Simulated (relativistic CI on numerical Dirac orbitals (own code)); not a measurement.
## Hyperfine structure of Sb26+, mass number 123

Calculated at this level of theory: Dirac-Coulomb-Breit CI, KLI orbitals optimised for each configuration, model QED (radiative potential, 1s self-energy scaled to tabulated hydrogen-like ionisation energies), unscaled Slater integrals (own radial code, finite nucleus).

Configuration list (outside the closed core [Ne]): 3s²3p⁶3d⁷, 3s²3p⁵3d⁸, 3s²3p⁴3d⁹, 3s3p⁶3d⁸, 3p⁶3d⁹, 3s3p⁵3d⁹, 3s²3p⁶3d⁶4s, 3s²3p⁶3d⁶4p, 3s²3p⁶3d⁶4d, 3s²3p⁴3d⁸4s, 3s²3p⁶3d⁶4f, 3s²3p⁵3d⁷4s, 3s²3p⁴3d⁸4p, 3s²3p⁵3d⁷4p, 3s²3p⁶3d⁵4s², 3s²3p⁶3d⁶5s. Levels of other configurations are missing.

Nuclear spin I = 7/2, μ = 2.5457 μN, Q = -0.692 b (tables of Stone and Pyykkö). The electronic factors are computed for point nuclear moments, without core polarisation or the Bohr-Weisskopf and QED corrections.

```
           Level   E (eV)  A (MHz)  B (MHz)
 3s²3p⁶3d⁷ ⁴F9/2   0.0000     6692    -4430
 3s²3p⁶3d⁷ ⁴F7/2   8.7270     7466    -4220
 3s²3p⁶3d⁷ ⁴F3/2  13.8697    11020    -9950
 3s²3p⁶3d⁷ ²G9/2  14.8088     8803     5260
 3s²3p⁶3d⁷ ⁴P5/2  14.9609     3537    10100
 3s²3p⁶3d⁷ ⁴P1/2  17.0188    -4235         
3s²3p⁶3d⁷ ²H11/2  19.4882     9696    20700
 3s²3p⁶3d⁷ ²G7/2  20.5076    11450     2880
```

Levels with J = 0, under 50 % of one LS term, or S terms without an open s electron are left out. Small factors come from cancelling terms and can be off by tens of per cent or more.

At this charge energies of transitions that change n are usually good to better than 1 %, and those within a shell (Δn = 0) to a few per cent. Terms inside the open d or f shell come out 10 to 20 % too wide with unscaled integrals.

(1) Give the hyperfine levels of 3s²3p⁶3d⁷ ⁴F9/2 relative to its centre of gravity.

## Answers

(1) With K = F(F + 1) − I(I + 1) − J(J + 1), E = AK/2 + B[¾K(K + 1) − I(I + 1)J(J + 1)]/[2I(2I − 1)J(2J − 1)]: F = 1: -130800, F = 2: -116800, F = 3: -95930, F = 4: -68320, F = 5: -34210, F = 6: 6152, F = 7: 52440, F = 8: 104300 MHz.

LS names give the leading component of a level, which can be under half, so a name can repeat, a term be missing and a line seem to break the LS rules.
